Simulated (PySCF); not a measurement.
Species: B2H6NP.
Z-matrix (Å and degrees, PBE0-D3(BJ)/def2-SVP geometry), rows numbered from 1:
```
B 
N   1  1.4182
B   2  1.4247  1  125.86
P   3  1.9112  2  122.85  1   175.34
H   1  1.2090  2  119.09  3   178.93
H   1  1.2064  2  119.05  3    -0.87
H   2  1.0165  1  116.50  3  -178.83
H   3  1.2074  2  118.22  1     1.60
H   4  1.4260  3   99.91  2    40.62
H   4  1.4220  3   97.86  2   139.09
```

Method: delta-SCF UKS SCAN, pcX-2 on the ionised atom, pcseg-1 elsewhere, spin-free X2C in PySCF 2.14.0. Each 1s hole has a ground state of its own, since the core basis sits on the ionised atom alone.

| ionised atom | basis functions | E(ground) (Eh) | E(ionised) (Eh) |
| --- | --- | --- | --- |
| B3 | 121 | -450.20369 | -442.99872 |
| N2 | 121 | -450.21942 | -435.32154 |
| P4 | 132 | -450.29210 | -371.28510 |

Question: What are the 1s binding energies?

Answer: E(ionised) − E(ground), at 27.2114 eV a hartree:

| atom | environment | difference (Eh) | binding energy (eV) |
| --- | --- | --- | --- |
| B3 | three-coordinate boron | 7.20497 | 196.06 |
| N2 | boron-bound nitrogen | 14.89788 | 405.39 |
| P4 | three-coordinate phosphorus | 79.00700 | 2149.89 |

Question: How much do the ground-state energies differ, and what would follow from using one of them for all holes?

Answer: They run from -450.2921 Eh (core basis on P4) to -450.2037 Eh (on B3), 0.0884 Eh or 2.41 eV apart, though the state is the same; only basis and grid differ. Pairing the ion of B3 with the ground state of P4 would put its binding energy 2.41 eV too high.

Only 1s holes are shown. Geometry: PBE0-D3(BJ)/def2-SVP, one conformer, isolated molecule.

Time: 23 s of wall time. Hardware: an Arm Neoverse V1 with one thread, shared host.
